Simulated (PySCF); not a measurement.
SnCl2, SMILES [Cl][Sn][Cl] (connectivity only; charge and spin as stated), neutral, multiplicity 1.

The structure is a stationary point at PBE0-D3(BJ)/def2-TZVP. The isomer is the one that the SMILES or the coordinates give; other isomers of the formula were not compared. The def2 effective core potentials stand for the cores of Sn; spin–orbit coupling is left out.

Calculation: TDDFT-PBE0/def2-SVPD (PySCF).

Vertical excitations. The molecule is in vacuum. State labels are in the subgroup C2v.

| state | symmetry | energy (eV) | λ (nm) | f | main pairs |
|---|---|---|---|---|---|
| S1 | B1 | 3.87 | 321 | 0.029 | HOMO→LUMO 99 % |
| S2 | A2 | 4.29 | 289 | 0.000 | HOMO−1→LUMO 100 % |
| S3 | B2 | 4.90 | 253 | 0.021 | HOMO−2→LUMO 93 % |
| S4 | B1 | 5.20 | 239 | 0.013 | HOMO−4→LUMO 99 % |
| S5 | A1 | 5.42 | 229 | 0.004 | HOMO−3→LUMO 91 % |
| S6 | A2 | 5.97 | 208 | 0.000 | HOMO−5→LUMO 100 % |
| S7 | B2 | 6.34 | 196 | 0.118 | HOMO→LUMO+1 67 %, HOMO−1→LUMO+2 28 % |
| S8 | A1 | 6.37 | 195 | 0.233 | HOMO→LUMO+2 85 % |
| S9 | A1 | 6.62 | 187 | 0.039 | HOMO−1→LUMO+1 90 % |
| S10 | B1 | 6.88 | 180 | 0.017 | HOMO−2→LUMO+1 98 % |
| T1 | B1 | 2.85 | 435 | 0 | HOMO→LUMO 97 % |
| T2 | A2 | 4.18 | 297 | 0 | HOMO−1→LUMO 100 % |
| T3 | B2 | 4.34 | 286 | 0 | HOMO−2→LUMO 99 % |
| T4 | A1 | 4.70 | 264 | 0 | HOMO−3→LUMO 99 % |
Triplets are in the Tamm–Dancoff approximation, which puts them higher than full response would, so one can lie above its singlet here.
